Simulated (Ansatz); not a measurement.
**A barrier at the coupled-cluster level**

Start structure (SiH$_{3}$SF$_{3}$, closed shell), relaxed at PBE0-D4/def2-TZVP:

```
atom    x (Å)    y (Å)    z (Å)
 Si1  -0.9268  -0.6340  -0.3695
  S2   0.2699  -0.1912   1.3278
  F3  -0.1078  -0.4058  -1.6996
  F4  -2.1221   0.3951  -0.3163
  H5  -1.4454  -2.0086  -0.3834
  H6   1.3315   1.6112   0.4315
  F7   1.7872   2.3183   0.0322
  H8   1.2134  -1.0849   0.9774
```

The step: SiH₂SF₂ ([F][SiH]([F])[SH]) + HF → SiHF₃ ([F][SiH]([F])[F]) + H₂S; bonds formed: Si1–F7, S2–H6; bonds broken: Si1–S2, H6–F7. Computed with Ansatz 0.2.0 (basis: def2-TZVPP and def2-QZVPP); correlated methods freeze the cores. Extrapolation: Hartree–Fock as exp(−7.88 √X), correlation as X^−2.97. Energies below are by CCSD(T) at an estimated basis limit (MP2 extrapolated from triple and quadruple zeta, plus CCSD(T) − MP2 in triple zeta).

(1) What are the electronic barrier and the energy of the step, from the start structure to the end structure? (Judge from chemistry; the value comes from the calculation.)

The T1 diagnostic stays at or below 0.013.

## Answers

(1) The calculation gives: Barrier 115.3 kJ/mol; step energy -93.0 kJ/mol (downhill); reverse barrier, their difference, 208.3 kJ/mol. Barrier and step energy count from the start structure, the reverse barrier from the end structure.

The saddle point: One imaginary mode of 772i cm⁻¹.
```json
{"pair": "Si1–F7", "start (Å)": "4.03", "saddle (Å)": "1.87", "end (Å)": "1.58"}
{"pair": "S2–H6", "start (Å)": "2.28", "saddle (Å)": "1.58", "end (Å)": "1.34"}
{"pair": "Si1–S2", "start (Å)": "2.12", "saddle (Å)": "2.37", "end (Å)": "3.60"}
{"pair": "H6–F7", "start (Å)": "0.93", "saddle (Å)": "1.19", "end (Å)": "3.70"}
```

Zero-point energy (harmonic, PBE0-D4): ZPE is 94.9 kJ/mol at the start and 87.7 kJ/mol at the saddle, so the barrier goes from 115.3 to 108.1 kJ/mol.

Labels in which every atom is bracketed show which atoms are joined, not bond orders.

For scale, one of the runs: CCSD(T)/def2-TZVPP, 219 basis functions, launched by `ansatz run in.yaml --threads 4 --pin off --events-out ev --progress --plain --max-ram 9574MiB`. The run took 80 s on 4 CPU threads of an Arm Neoverse V2 (shared host), with 3.4 GiB of host memory at its peak.
